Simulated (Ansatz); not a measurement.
## Relaxing a trial structure of FGeHSSi

The starting geometry of this gas-phase singlet was optimised with GFN2-xTB.

```yaml
atoms:
  - { symbol: F, position_ang: [-0.0908, -0.1940, -1.7539] }
  - { symbol: Ge, position_ang: [-0.4389, 2.8949, -2.8845] }
  - { symbol: S, position_ang: [-1.4833, 1.2181, -3.8495] }
  - { symbol: Si, position_ang: [-1.6223, 0.3657, -1.8310] }
  - { symbol: H, position_ang: [-0.8390, 2.4595, -1.2386] }
```

Problem. Predict what it relaxes into with B3LYP-D3(BJ)/6-311G**.

Solution. A new bond forms, giving a structure with H5 bridging Si4 and Ge2, given below by its coordinates. Contacts that close: Si4–H5 (2.31 → 1.74 Å).

The energy falls by 0.32 eV over 8 steps:

| step | E − E(last) (eV) |
| --- | --- |
| 1 | 0.321 |
| 2 | 0.118 |
| 3 | 0.036 |
| 4 | 0.014 |
| 5 | 0.001 |
| 6 | 0.000 |
| 7 | 0.000 |
| 8 | 0.000 |

Final geometry (Å):

| atom | x (Å) | y (Å) | z (Å) |
| --- | --- | --- | --- |
| F | -0.0841 | -0.2195 | -1.6693 |
| Ge | -0.4581 | 2.9502 | -2.9105 |
| S | -1.4880 | 1.3185 | -3.9001 |
| Si | -1.5365 | 0.5575 | -1.7133 |
| H | -0.9077 | 2.1375 | -1.3641 |

No frequencies were run, so the end isn't proven a minimum. Run with Ansatz 0.2.0, 23 s on 2 threads of Arm Neoverse V2, with other jobs on the host.
